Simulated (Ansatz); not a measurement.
Name a neutral molecule of C, F, N, O, Ti and H with LUMO energy (ωB97M-V/def2-TZVPP) between 0.80 and 1.10 eV and HOMO–LUMO gap (PBE0/def2-TZVPP) between 4.85 and 5.15 eV (Ansatz, PBE0-D4/def2-TZVP geometry).

`CC[C@@]12[C@H]3[C@H]4[C@H]5[C@@H]1[Ti]4532([F])([O]C)[N](C)C` (0.84 eV, 4.87 eV). Other molecules can fit too; these were computed, each in one conformer that needn't be the lowest.
